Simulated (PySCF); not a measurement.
**H₃TaS: breathing scan**

Level of theory: PBE0 in PySCF with Ta def2-TZVP with ECP60, S def2-TZVP, H def2-TZVP; scalar-relativistic core potentials, no spin–orbit coupling; density-fitted integrals.

Rigid scan from the singlet minimum (Ta–H 1.774 Å (×3), Ta–S 2.122 Å; H–Ta–H 114.8° (×3), H–Ta–S 103.3° (×3)). Coordinate: all bonds to the central atom scaled together. Energies in kJ/mol from the minimum.

**Question.** Predict the curve at 0.88, 0.92, 0.96, 1.00, 1.04, 1.08, 1.14, 1.22, 1.35.

**Answer.** 
| scale of all bonds to the centre | E (kJ/mol) | dipole size (D) |
| --- | --- | --- |
| 0.88 | 265.0 | 1.76 |
| 0.92 | 106.2 | 2.00 |
| 0.96 | 24.0 | 2.22 |
| 1.00 | 0.0 | 2.42 |
| 1.04 | 19.8 | 2.60 |
| 1.08 | 71.9 | 2.76 |
| 1.14 | 191.3 | 2.97 |
| 1.22 | 394.4 | 3.20 |
| 1.35 | 756.7 | 3.44 |

At long bonds a restricted determinant can lie too high, and another spin state can fall below this curve.

Spin–orbit coupling, left out here, can matter for elements this heavy.

Other isomers or separated fragments may lie lower.

The scan took 13 s on 2 threads of a shared Arm Neoverse V1 host; the process peaked at 1.2 GiB.
